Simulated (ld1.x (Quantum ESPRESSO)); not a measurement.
iron (Fe): excitation energies, all-electron against TM

| Item | Value |
| --- | --- |
| Element | iron (Fe) |
| Generator | ld1.x (Quantum ESPRESSO) 7.5 |
| Type | norm-conserving Troullier–Martins (Kleinman–Bylander form) |
| Functional | PBE |
| Relativity | fully relativistic |
| Frozen core | [Ne] |
| Valence charge | 16 |
| Reference configuration | 3s2 3p6 3d6 4s2 4p0 |
| Partial waves | 3s (bound): rc 0.80 bohr; 3p (bound): rc 1.35 bohr; 3d (bound): rc 0.95 bohr |
| Local potential | the d channel |
| Core correction | none |

Open shells are filled in proportion to 2j + 1 (rel_dist='average').

Occupied shells without a wave of their own: 4s. They enter only through the test configuration that unscreens the potential.

Energies are relative to the spin-unpolarised reference configuration 3s2 3p6 3d6 4s2 4p0; without spin polarisation the order of configurations can differ from experiment. The d channel is local and has no spin–orbit splitting in the pseudo-atom.

| valence configuration | charge | ΔE all-electron (eV) | error AE − PS (meV) |
| --- | --- | --- | --- |
| 3s2 3p6 3d6 4s1 4p0 | +1 | 8.729 | -347 |
| 3s2 3p6 3d6 4s0 4p0 | +2 | 24.932 | -910 |
| 3s2 3p6 3d5 4s0 4p0 | +3 | 59.155 | -1480 |
| 3s2 3p6 3d6 4s1 4p1 | 0 | 4.105 | -276 |
| 3s2 3p6 3d5 4s2 4p1 | 0 | 8.746 | +93 |
| 3s2 3p6 3d6 4s0 4p1 | +1 | 13.783 | -727 |
| 3s2 3p6 3d6 4s1.5 4p0 | +0.5 | 3.484 | -150 |

Levels in the configuration 3s2 3p6 3d6 4s1 4p0:

```
   level  all-electron (eV)  pseudo (eV)
3s j=1/2           -102.521     -102.749
3p j=1/2            -69.599      -69.823
3p j=3/2            -68.060      -68.282
3d j=3/2            -16.048      -16.167
3d j=5/2            -15.894      -16.167
4s j=1/2            -12.327      -12.771
```

The 4s level has no wave, so the channel is fitted at the deeper level alone: the likely source of the large errors.
